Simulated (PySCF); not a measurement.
Al(F)(OH)(SMe) (CH4AlFOS), SMILES C[S][Al]([OH])[F].

Coordinates come from a B3LYP-D3(BJ)/def2-SVP optimisation. The structure was generated by enumeration; whether it is a known compound was not checked. The values are those of a single conformer.

Calculation: PBE/def2-TZVP (PySCF).

Symmetry labels are those of the subgroup Cs that the program uses (full group Cs).

Computed valence orbital energies around the gap with their symmetry:
```tsv
orbital	symmetry	energy (eV)
HOMO−7	A"	-10.49
HOMO−6	A'	-9.60
HOMO−5	A"	-9.49
HOMO−4	A'	-9.11
HOMO−3	A'	-8.22
HOMO−2	A"	-7.91
HOMO−1	A'	-7.32
HOMO	A"	-6.09
LUMO	A'	-1.54
LUMO+1	A'	-0.74
LUMO+2	A"	-0.58
LUMO+3	A'	0.69
```
